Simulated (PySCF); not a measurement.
Na₂Br₂, optimised at PBE/def2-SVP:

```xyz
4

Na    -1.3683     0.8858    -0.2498
Br    -1.1782    -1.7890     0.0565
Na     1.3478    -0.8573     0.2442
Br     1.1577     1.8174    -0.0621
```

Method: PySCF energies (xtb for GFN2) plus ideal-gas RRHO corrections (1 bar). 6-31G* has spherical d functions here. All species are closed-shell singlets. B3LYP is the form with VWN-RPA correlation. Br: all electrons, no relativistic terms.

List the harmonic frequencies (cm⁻¹, unscaled) at this level and at the other levels, each on its own geometry.


- PBE/def2-SVP: 75, 97, 183, 205, 221, 242
- B3LYP/6-31G*: 75, 94, 182, 202, 217, 237
- GFN2-xTB: 60, 71, 149, 164, 175, 175
- HF/6-31G*: 76, 94, 182, 198, 213, 233
- PBE0/def2-TZVP: 74, 95, 185, 203, 219, 238
